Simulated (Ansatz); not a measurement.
All numbers were calculated with Ansatz.

A structure relaxed at PBE0-D4/def2-TZVP, charge 0, multiplicity 1:

Cartesian coordinates in Å:
```
C 1.032 -1.509 -1.734
C 0.121 -0.503 -1.076
O 0.831 0.169 -0.051
Si 0.218 1.279 0.971
C -1.292 0.689 1.866
F -0.204 2.589 0.150
H 1.382 -2.243 -1.005
H 0.502 -2.036 -2.531
H 1.902 -1.011 -2.165
H -0.758 -1.007 -0.654
H -0.238 0.225 -1.813
H 1.331 1.653 1.869
H -1.075 -0.216 2.438
H -2.107 0.470 1.172
H -1.644 1.455 2.562
```

**Question.** Give its formula and SMILES.

**Answer.** C3H9FOSi, `CCO[SiH](C)F`.

**Question.** Point group (tolerance 0.08 Å, 0.16 Å for H)?

**Answer.** C1.

**Question.** Summarise the bond lengths by kind.

**Answer.** 1 × C–C 1.508 Å; 8 × C–H 1.092 to 1.098 Å; 1 × C–O 1.417 Å; 1 × O–Si 1.628 Å; 1 × C–Si 1.852 Å; 1 × F–Si 1.603 Å; 1 × H–Si 1.477 Å.
